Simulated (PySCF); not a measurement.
C3H7FSi2, SMILES C[SiH2]C#C[SiH2]F.

Geometry: B3LYP-D3(BJ)/def2-SVP. The structure was generated by enumeration, and PubChem lists no compound with its InChIKey, so it may never have been made.

All values below come from PySCF with PBE/def2-TZVP.

Symmetry labels are those of the subgroup Cs that the program uses (full group Cs).

Computed valence orbital energies around the gap with their symmetry:
```json
[
 {"orbital": "HOMO−7", "symmetry": "A\"", "energy (eV)": "-10.28"},
 {"orbital": "HOMO−6", "symmetry": "A'", "energy (eV)": "-9.58"},
 {"orbital": "HOMO−5", "symmetry": "A'", "energy (eV)": "-8.86"},
 {"orbital": "HOMO−4", "symmetry": "A\"", "energy (eV)": "-8.65"},
 {"orbital": "HOMO−3", "symmetry": "A'", "energy (eV)": "-8.44"},
 {"orbital": "HOMO−2", "symmetry": "A\"", "energy (eV)": "-8.39"},
 {"orbital": "HOMO−1", "symmetry": "A'", "energy (eV)": "-7.21"},
 {"orbital": "HOMO", "symmetry": "A\"", "energy (eV)": "-7.05"},
 {"orbital": "LUMO", "symmetry": "A'", "energy (eV)": "-2.11"},
 {"orbital": "LUMO+1", "symmetry": "A\"", "energy (eV)": "-1.62"},
 {"orbital": "LUMO+2", "symmetry": "A'", "energy (eV)": "-0.10"},
 {"orbital": "LUMO+3", "symmetry": "A'", "energy (eV)": "0.35"}
]
```
